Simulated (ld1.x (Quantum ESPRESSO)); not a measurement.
What the settings do to the PAW potential of lead

Base potential:

Pb, PAW, made with ld1.x (Quantum ESPRESSO) 7.5 (PBE, fully relativistic). Core [Xe] 4f14, reference 5d10 6s2 6p1.5 (charge +0.5). Waves: 6s (bound): rcut 1.70, rcutus 2.25 bohr; 6s channel at 0.55 Ry: rcut 1.70, rcutus 2.25 bohr; 6p (bound): rcut 1.75, rcutus 2.25 bohr; 6p channel at 2.6 Ry: rcut 1.75, rcutus 2.25 bohr; 5d (bound): rcut 1.15, rcutus 1.40 bohr; 5d channel at -1.5 Ry: rcut 1.15, rcutus 1.40 bohr. Local part: all-electron potential smoothed inside 2.05 bohr (lloc = -1). Core correction: Bessel-smoothed model core, default radius (core density twice the valence density). Augmentation charge: PSQ, inside the norm-conserving radii.

Open shells are filled in proportion to 2j + 1 (rel_dist='average').

All-electron outer shells of the reference configuration (PBE, scalar-relativistic, ld1.x):

```csv
shell,level (eV),outermost node (bohr),outermost maximum (bohr)
4f,-136.54,–,0.35
5p,-89.48,0.49,0.88
5d,-24.81,0.52,1.07
6s,-15.47,1.01,1.95
6p,-6.53,1.18,2.57
```

Cutoffs, loose and tight: the cutoffs (Ry, on a coarse ladder) from which the occupation-weighted sum of valence levels, in a spherical-Bessel basis at the reference potential, stays within 10 and 1 mRy of its value at 400 Ry. They do not see the model core or the augmentation charge, which bear on the density cutoff. Test errors are all-electron minus pseudo excitation energies from the reference, over the configurations 5d10 6s2 6p2; 5d10 6s2 6p1; 5d10 6s2 6p0; 5d9 6s2 6p2; 5d9 6s2 6p3; 5d10 6s1 6p2; 5d10 6s1 6p3. A dash means not determined; rows that change the core or the reference have their own tests.

Cutoffs are not given where the Bessel-basis levels miss the radial ones by over 6 mRy, ghosts where they miss by over 20 mRy; a channel whose overlap is not positive is not tested.

```csv
change,outcome,bound ghosts,largest test error (meV)
base,generated,not determined,-48
"waves 6s (bound): rcut 1.40, rcutus 1.48 bohr; 6s channel at 0.55 Ry: rcut 1.40, rcutus 1.48 bohr",failed: new_paw_hamiltonian: negative rho,–,–
"waves 6s (bound): rcut 1.58, rcutus 1.68 bohr; 6s channel at 0.55 Ry: rcut 1.58, rcutus 1.68 bohr",failed: new_paw_hamiltonian: negative rho,–,–
"waves 6s (bound): rcut 1.70, rcutus 1.92 bohr; 6s channel at 0.55 Ry: rcut 1.70, rcutus 1.92 bohr",generated,not determined,-53
"waves 6s (bound): rcut 1.70, rcutus 2.12 bohr; 6s channel at 0.55 Ry: rcut 1.70, rcutus 2.12 bohr",generated,not determined,-51
"waves 6s (bound): rcut 1.70, rcutus 2.60 bohr; 6s channel at 0.55 Ry: rcut 1.70, rcutus 2.60 bohr",generated,not determined,-39
"waves 6s (bound): rcut 1.70, rcutus 3.12 bohr; 6s channel at 0.55 Ry: rcut 1.70, rcutus 3.12 bohr",generated,not determined,-29
"waves 6s (bound): rcut 1.70, rcutus 3.42 bohr; 6s channel at 0.55 Ry: rcut 1.70, rcutus 3.42 bohr",generated,not determined,-28
```

(1) What comes out with this change to the base: waves 6s (bound): rcut 1.70, rcutus 2.86 bohr; 6s channel at 0.55 Ry: rcut 1.70, rcutus 2.86 bohr?

(2) What comes out with this change to the base: waves 6s (bound): rcut 1.70, rcutus 2.46 bohr; 6s channel at 0.55 Ry: rcut 1.70, rcutus 2.46 bohr?

Results:

(1) outcome: generated; bound ghosts: not determined; largest test error (meV): -33.

(2) outcome: generated; bound ghosts: not determined; largest test error (meV): -43.

Reading the sweep of the s radius (base included, trends over the rows without a ghost): The generation fails at 1.48, 1.68 bohr.
